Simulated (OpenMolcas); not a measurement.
## d3 ions of charge +3 down a group on the Y site of Cs2NaYBr6

```json
{
  "Program": "OpenMolcas",
  "Method": "CASSCF",
  "Spin-orbit coupling": "RASSI with atomic mean-field integrals over the reference wave functions"
}
```

The d shell is active. Each dopant is a cluster with its nearest anions in model potentials and point charges, with no relaxation. Distances were set from a Shannon-type radius of the metal (high-spin where two are listed) plus a fixed donor radius (Br 1.91 Å), in hosts weighted 0.65 to 0.35 with the host's distance in the model lattice. Ligand basis ANO-RCC-VDZP, DKH2 Hamiltonian. States (labels of O, the rotations of Oh). Energies in cm-1 above the lowest state or level, χT in cm3 K/mol; 10Dq and B are least-squares fits to the states below 45000 cm-1, weighted by degeneracy, with a free offset, and given where the rms deviation is under 5 % of |10Dq| (or 100 cm-1) and under 700 cm-1. Spin-only χT is S(S+1) / 2 for the spin of the ground state.

```tsv
Ion	Shell	R (Å)	Metal basis	Ground state	First state of that spin	10Dq	B (rms of fit)	First gap with spin-orbit (degeneracies)	χT at 300 K	First state of another spin	Spin-only χT
Cr3+	3d3	2.609	ANO-RCC-VTZP	4A2	4T2 8992			8876 (4, 2)	1.841	2E 19077	1.875
Mo3+	4d3	2.658	ANO-RCC-VTZP	4A2	4T2 15950	15441	638 (360)	13346 (4, 4)	1.766	2E 13499	1.875
```

χT departs most from the spin-only value for Mo3+, by -0.109 cm3 K/mol.

Without dynamic correlation the repulsion within the d shell is too large (B by tens of per cent), so at a given field states of lower spin stand too high. Ligand-to-metal charge-transfer states are missing. With no ligand orbital active B as a rule stays too high, so bands that hang on it stand too high and its fall with covalency is understated. With metal d orbitals alone and no dynamic correlation the field as a rule comes out too small, by tens of per cent, by up to half for chloride and softer ligands (holds for Cr3+). The least metal-like active orbital is 79 % on the metal (Löwdin) and no ligand orbital is active, so the numbers are rough (holds for Mo3+). With metal d orbitals alone the field can be off either way by tens of per cent (holds for Mo3+). No measured value stands beside these numbers; the geometry was set by hand and not optimised.
